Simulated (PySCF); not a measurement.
Isomers of C3H10OSi.

All values: wB97X-D/def2-SVPD (PySCF) at PBE0-D3(BJ)/def2-SVP geometries, gas phase, one conformer each. Core orbitals are frozen in the response; Δα² is half the sum of the squared differences of the principal polarisabilities.

(1) Rank by HOMO–LUMO gap, highest first.
A. `[CH3:1][CH2:2][O:3][SiH2:4][CH3:5]` with C1–C2–O3–Si4 180°, C2–O3–Si4–C5 180°
B. `[CH3:1][O:2][CH2:3][SiH2:4][CH3:5]` with C1–O2–C3–Si4 180°, O2–C3–Si4–C5 55°
C. `[H][Si]([H])([H])OC(C)C` (SiH3(OiPr))

(2) Rank by polarisability anisotropy Δα, lowest first.
A. SiH3(OiPr), `CC(C)O[SiH3]`
B. `C[Si](C)(C)O`
C. `[CH3:1][CH2:2][O:3][SiH2:4][CH3:5]` with C1–C2–O3–Si4 180°, C2–O3–Si4–C5 180°

(3) Rank by mean static polarisability, highest first.
A. `[CH3:1][O:2][CH2:3][SiH2:4][CH3:5]` with C1–O2–C3–Si4 180°, O2–C3–Si4–C5 55°
B. `[CH3:1][CH2:2][O:3][SiH2:4][CH3:5]` with C1–C2–O3–Si4 180°, C2–O3–Si4–C5 180°
C. `C[Si](C)(C)O`

Answers

(1) A (12.09 eV), C (11.96 eV), B (11.78 eV).

(2) B (0.87 Å³), A (1.93 Å³), C (2.40 Å³).

(3) A (10.56 Å³), B (10.30 Å³), C (9.92 Å³).

All values together:

```csv
SMILES,μ (D),HOMO (eV),LUMO (eV),α (Å³),Δα (Å³),ΔSCF removal energy (eV)
C[Si](C)(C)O,1.43,-9.92,1.84,9.92,0.87,10.16
CCO[SiH2]C,0.28,-9.79,2.30,10.30,2.40,–
COC[SiH2]C,1.22,-9.51,2.26,10.56,2.15,–
[H][Si]([H])([H])OC(C)C,1.19,-9.92,2.04,10.26,1.93,–
```

Conformers: `[CH3:1][CH2:2][O:3][SiH2:4][CH3:5]` with C1–C2–O3–Si4 180°, C2–O3–Si4–C5 180°; `[CH3:1][O:2][CH2:3][SiH2:4][CH3:5]` with C1–O2–C3–Si4 180°, O2–C3–Si4–C5 55°; `[H][Si]([H])([H])OC(C)C`.

A dash marks a removal energy that wasn't run or isn't settled.
